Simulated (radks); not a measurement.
The numbers below are computed, except where a source is named.
Q: The nitrogen anion N3-, [Ne], held by a Watson sphere: a shell of charge +3 at radius R that stands for the Madelung well of a crystal (potential energy -3/R inside, -3/r outside, in hartree with lengths in bohr). Level of theory: non-relativistic Kohn-Sham, PBE, spin-polarised, spherical densities, point nucleus (a radial shooting solver on a logarithmic mesh with Libxc functionals). Response by self-consistent Sternheimer equations with the Hartree and adiabatic LDA kernel. The sphere does not respond.

R (bohr)  e(1s) (eV)  e(2s) (eV)  e(2p) (eV)  <r> 2p (bohr)  sum of <r^2> (bohr^2)  X-ray form factor at sin(theta)/lambda = 0.2 1/angstrom  alpha (bohr^3)
1.64         -376.70     -20.458      -8.854          1.598                  24.32                                                    5.597           13.56
1.68         -376.82     -20.219      -8.693          1.615                  24.83                                                    5.549           14.22
1.89         -377.36     -19.036      -7.887          1.705                  27.53                                                    5.318           18.22
2.44         -378.22     -16.591      -6.119          1.931                  35.05                                                    4.882           34.29
3.7          -378.49     -13.837      -3.712          2.438                  55.96                                                    4.522           127.8
3.91         -378.47     -13.620      -3.471          2.522                  60.09                                                    4.512           155.1

Estimate the row for R = 1.75 bohr.

A: e(1s) (eV) -377.01; e(2s) (eV) -19.810; e(2p) (eV) -8.416; <r> 2p (bohr) 1.645; sum of <r^2> (bohr^2) 25.72; X-ray form factor at sin(theta)/lambda = 0.2 1/angstrom 5.468; alpha (bohr^3) 15.45.
